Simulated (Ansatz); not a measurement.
Spectroscopic constants of BeC, multiplicity 5 (an upper state: multiplicity 3 came lower at CCSD(T)/def2-TZVPP on PBE0 minima).

The constants come from a fifth-degree fit in 1/R (seven points, main isotopes). Runs in def2 and cc sets follow the lowest solution found near the PBE0 minimum.

Correlated levels freeze the inner cores; with def2 sets outer-core shells near the valence are correlated too.

Run with Ansatz (Gaussian orbitals). Values without a source in brackets are computed.

Energies at CCSD/def2-TZVPP:

```
R (Å)      E (hartree)
--------  ------------
1.522640  -52.48261036
1.563571  -52.48609036
1.601228  -52.48785996
1.643796  -52.48847927
1.686365  -52.48788016
1.735482  -52.48595745
1.792786  -52.48239691
```

Q: With a reduced mass of 5.1468 u, find the minimum, the force constant and the constants.

A: A fifth-degree polynomial in 1/R puts the minimum at r_e = 1.6428 Å with force constant 294 N/m. Then ω_e = (1/2πc)√(k/μ) = 984 cm⁻¹ and B_e = h/(8π²cμr_e²) = 1.214 cm⁻¹; the cubic and quartic terms give α_e = 0.013 and ω_e x_e = 6.7 cm⁻¹.

Ansatz is a quantum-chemistry and plane-wave program.
